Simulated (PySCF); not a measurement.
H$_{4}$Si, charge +1, doublet, geometry from GFN2-xTB (a state made from the parent by changing its charge; the spin is typed, not shown lowest), with bond 5-1 at 1.3 times its length; PySCF with TPSS/6-31G.

The PySCF input:
```python
from pyscf import gto, scf, dft

mol = gto.Mole()
mol.atom = '''
    Si    0.000000   -0.000000   -0.000000
    H     0.028744    1.072285    1.066288
    H    -0.027528   -1.065933    1.072670
    H     0.027528    1.065933   -1.072670
    H    -0.037368   -1.393971   -1.386174
'''
mol.basis = '6-31g'
mol.charge = 1
mol.spin = 1
mol.verbose = 4
mol.build()

mf = dft.UKS(mol)
mf.xc = 'tpss'
mf.init_guess = 'huckel'
mf.kernel()
```

### Question
What does PySCF print? Leave out banner, timings and long lists.

### Answer

```
PySCF version 2.14.0

[INPUT] verbose = 4
[INPUT] num. atoms = 5
[INPUT] num. electrons = 17
[INPUT] charge = 1
[INPUT] spin (= nelec alpha-beta = 2S) = 1
[INPUT] symmetry False subgroup None
[INPUT] Mole.unit = angstrom
[INPUT] Symbol           X                Y                Z      unit          X                Y                Z       unit  Magmom
[INPUT]  1 Si     0.000000000000   0.000000000000   0.000000000000 AA    0.000000000000   0.000000000000   0.000000000000 Bohr   0.0
[INPUT]  2 H      0.028744000000   1.072285000000   1.066288000000 AA    0.054318287724   2.026324977479   2.014992289910 Bohr   0.0
[INPUT]  3 H     -0.027528000000  -1.065933000000   1.072670000000 AA   -0.052020380757  -2.014321437136   2.027052522037 Bohr   0.0
[INPUT]  4 H      0.027528000000   1.065933000000  -1.072670000000 AA    0.052020380757   2.014321437136  -2.027052522037 Bohr   0.0
[INPUT]  5 H     -0.037368000000  -1.393971000000  -1.386174000000 AA   -0.070615285823  -2.634223415586  -2.619489220993 Bohr   0.0

nuclear repulsion = 19.7110877427341
number of shells = 15
number of NR pGTOs = 62
number of NR cGTOs = 21
basis = 6-31g
ecp = {}

******** <class 'pyscf.dft.uks.UKS'> ********
method = UKS
initial guess = huckel
damping factor = 0
level_shift factor = 0
DIIS = <class 'pyscf.scf.diis.CDIIS'>
diis_start_cycle = 1
diis_space = 8
diis_damp = 0
SCF conv_tol = 1e-09
SCF conv_tol_grad = None
SCF max_cycles = 50
direct_scf = True
direct_scf_tol = 1e-13
number electrons alpha = 9  beta = 8
XC library pyscf.dft.libxc version 7.1.2
    S. Lehtola, C. Steigemann, M. J. T. Oliveira, and M. A. L. Marques,  SoftwareX 7, 1–5 (2018)
XC functionals = tpss
    J. Tao, J. P. Perdew, V. N. Staroverov, and G. E. Scuseria,  Phys. Rev. Lett. 91, 146401 (2003)
    J. P. Perdew, J. Tao, V. N. Staroverov, and G. E. Scuseria,  J. Chem. Phys. 120, 6898 (2004)
    J. Tao, J. P. Perdew, V. N. Staroverov, and G. E. Scuseria,  Phys. Rev. Lett. 91, 146401 (2003)
    J. P. Perdew, J. Tao, V. N. Staroverov, and G. E. Scuseria,  J. Chem. Phys. 120, 6898 (2004)
radial grids:
    Treutler-Ahlrichs [JCP 102, 346 (1995); DOI:10.1063/1.469408] (M4) radial grids

becke partition: Becke, JCP 88, 2547 (1988); DOI:10.1063/1.454033
pruning grids: <function nwchem_prune>
grids dens level: 3
symmetrized grids: False
atomic radii adjust function: <function treutler_atomic_radii_adjust>
small_rho_cutoff = 0
Set gradient conv threshold to 3.16228e-05
Initial guess from on-the-fly Huckel, doi:10.1021/acs.jctc.8b01089.
Spherically averaged atomic HF for {'Si', 'H'}

******** <class 'pyscf.scf.atom_hf.AtomSphAverageRHF'> ********
method = AtomSphAverageRHF
initial guess = minao
damping factor = 0
level_shift factor = 0
DIIS = <class 'pyscf.scf.diis.CDIIS'>
diis_start_cycle = 1
diis_space = 8
diis_damp = 0
SCF conv_tol = 1e-09
SCF conv_tol_grad = None
SCF max_cycles = 50
direct_scf = True
direct_scf_tol = 1e-13
atom = Si
Set gradient conv threshold to 3.16228e-05
Initial guess from minao.
init E= -288.57530654396
cycle= 1 E= -288.605198930311  delta_E= -0.0299  |g|=    0  |ddm|= 0.447
cycle= 2 E= -288.606010821996  delta_E= -0.000812  |g|=    0  |ddm|= 0.109
cycle= 3 E= -288.606043248808  delta_E= -3.24e-05  |g|=    0  |ddm|= 0.0135
cycle= 4 E= -288.606044263014  delta_E= -1.01e-06  |g|=    0  |ddm|= 0.0057
cycle= 5 E= -288.606044263913  delta_E= -8.99e-10  |g|=    0  |ddm|= 0.000111
Extra cycle  E= -288.606044263914  delta_E= -2.27e-13  |g|=    0  |ddm|= 1.78e-06
Atomic HF for atom  Si  converged. SCF energy = -288.606044263914

******** 1 electron system ********
Atomic HF for atom  H  converged. SCF energy = -0.49823291072907

tot grids = 58416
init E= -290.861392572276
cycle= 1 E= -290.980982286848  delta_E= -0.12  |g|= 0.454  |ddm|= 2.18
cycle= 2 E= -290.946402135537  delta_E= 0.0346  |g|= 0.557  |ddm|= 1.99
cycle= 3 E= -291.362542055302  delta_E= -0.416  |g|= 0.117  |ddm|= 0.997
cycle= 4 E= -291.369337672257  delta_E= -0.0068  |g|= 0.0737  |ddm|= 0.338
cycle= 5 E= -291.379379420327  delta_E= -0.01  |g|= 0.0232  |ddm|= 0.14
cycle= 6 E= -291.38071896094  delta_E= -0.00134  |g|= 0.0069  |ddm|= 0.0827
cycle= 7 E= -291.380796246361  delta_E= -7.73e-05  |g|= 0.00251  |ddm|= 0.0272
cycle= 8 E= -291.380806220342  delta_E= -9.97e-06  |g|= 0.000477  |ddm|= 0.00583
cycle= 9 E= -291.380806585836  delta_E= -3.65e-07  |g|= 6.39e-05  |ddm|= 0.00156
cycle= 10 E= -291.380806594419  delta_E= -8.58e-09  |g|= 8.25e-06  |ddm|= 0.000291
cycle= 11 E= -291.380806594509  delta_E= -8.96e-11  |g|= 1.47e-06  |ddm|= 1.81e-05
Extra cycle  E= -291.380806594512  delta_E= -3.58e-12  |g|= 6.14e-07  |ddm|= 4.16e-06
converged SCF energy = -291.380806594512  <S^2> = 0.77174057  2S+1 = 2.0216237
```
